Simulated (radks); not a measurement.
Species: Ca2+. Configuration: [Ne] 3s1 3p6 4f1 (not the ground configuration). Method: Dirac Kohn-Sham, LDA (Slater exchange, Perdew-Wang correlation), spin-unpolarised, spherical densities, finite nucleus; open shells fill j = l - 1/2 first; Fermi nuclear charge, rms radius 3.4776 fm; computed with a radial shooting solver on a logarithmic mesh with Libxc functionals.

Unscreened Slater integrals over Kohn-Sham orbitals (cm^-1). Large and small components are both included. Empty in this configuration: 4f7/2.

F0(4f5/2,4f5/2): 34434
F2(4f5/2,4f5/2): 18839
F4(4f5/2,4f5/2): 12481
F0(4f5/2,3p3/2): 43502
F2(4f5/2,3p3/2): 4529.7
G2(4f5/2,3p3/2): 906.04
G4(4f5/2,3p3/2): 584.65
F0(4f5/2,3p1/2): 43504
G2(4f5/2,3p1/2): 888.40
F0(4f5/2,3s1/2): 43525
G3(4f5/2,3s1/2): 498.23
F0(4f5/2,4f7/2): 34434
F2(4f5/2,4f7/2): 18839
F4(4f5/2,4f7/2): 12481
G2(4f5/2,4f7/2): 18838
G4(4f5/2,4f7/2): 12481
G6(4f5/2,4f7/2): 9200.9
F0(3p3/2,3p3/2): 164260
F2(3p3/2,3p3/2): 82833
F0(3p3/2,3p1/2): 164710
G2(3p3/2,3p1/2): 83026
F0(3p3/2,3s1/2): 169770
G1(3p3/2,3s1/2): 113020
F0(3p3/2,4f7/2): 43500
F2(3p3/2,4f7/2): 4528.9
G2(3p3/2,4f7/2): 905.88
G4(3p3/2,4f7/2): 584.55
F0(3p1/2,3p1/2): 165170
F0(3p1/2,3s1/2): 170270
G1(3p1/2,3s1/2): 113370
F0(3p1/2,4f7/2): 43502
G4(3p1/2,4f7/2): 573.00
F0(3s1/2,3s1/2): 175940
F0(3s1/2,4f7/2): 43523
G3(3s1/2,4f7/2): 498.10
F0(4f7/2,4f7/2): 34433
F2(4f7/2,4f7/2): 18839
F4(4f7/2,4f7/2): 12481
F6(4f7/2,4f7/2): 9201.2
